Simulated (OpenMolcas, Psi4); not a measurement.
**How methods differ on B2O2 (diboron dioxide)**

B2O2 has 4 atoms, charge 0, and is taken as a singlet. As SMILES, `O=BB=O`. The coordinates come from a PBE0-D4/def2-TZVP relaxation.

```xyz
4

O    -0.7431    0.4598    1.8176
B    -0.3023    0.1871    0.7391
B     0.3021   -0.1869   -0.7392
O     0.7432   -0.4599   -1.8175
```

Quantity: the vertical electron affinity (to the doublet anion), in eV. The values are calculated.

The electron affinity is E(neutral) − E(anion): positive where the electron is bound.

```json
{"level": "SVWN5/aug-cc-pVDZ", "kind": "LDA", "program": "OpenMolcas", "value (eV)": "0.44", "CPU time (all runs)": "55 s"}
{"level": "PBE/aug-cc-pVDZ", "kind": "GGA", "program": "OpenMolcas", "value (eV)": "0.32", "CPU time (all runs)": "80 s"}
{"level": "TPSS/aug-cc-pVDZ", "kind": "meta-GGA", "program": "OpenMolcas", "value (eV)": "0.23", "CPU time (all runs)": "2.4 min"}
{"level": "B3LYP/aug-cc-pVDZ", "kind": "global hybrid", "program": "OpenMolcas", "value (eV)": "0.35", "CPU time (all runs)": "4.4 min"}
{"level": "BHLYP/aug-cc-pVDZ", "kind": "global hybrid", "program": "OpenMolcas", "value (eV)": "0.26", "CPU time (all runs)": "4.5 min"}
{"level": "TPSSh/aug-cc-pVDZ", "kind": "hybrid meta-GGA", "program": "Psi4", "value (eV)": "0.25", "CPU time (all runs)": "2.7 min"}
{"level": "HSE06/aug-cc-pVDZ", "kind": "range-separated hybrid", "program": "Psi4", "value (eV)": "0.36", "CPU time (all runs)": "2.6 min"}
{"level": "MP3/aug-cc-pVDZ", "kind": "perturbation theory", "program": "Psi4", "value (eV)": "-0.03", "CPU time (all runs)": "53 s"}
```

Where it was recorded, the anion's HOMO is positive in SVWN5/aug-cc-pVDZ, PBE/aug-cc-pVDZ, TPSS/aug-cc-pVDZ, B3LYP/aug-cc-pVDZ, BHLYP/aug-cc-pVDZ, TPSSh/aug-cc-pVDZ, HSE06/aug-cc-pVDZ: a fault of the level (basis or self-interaction), which says nothing on whether the real anion is bound. The values span -0.03 to 0.44 eV. Times are those of the runs behind each value, whatever else they computed, on shared processors of several kinds: orders of magnitude only.
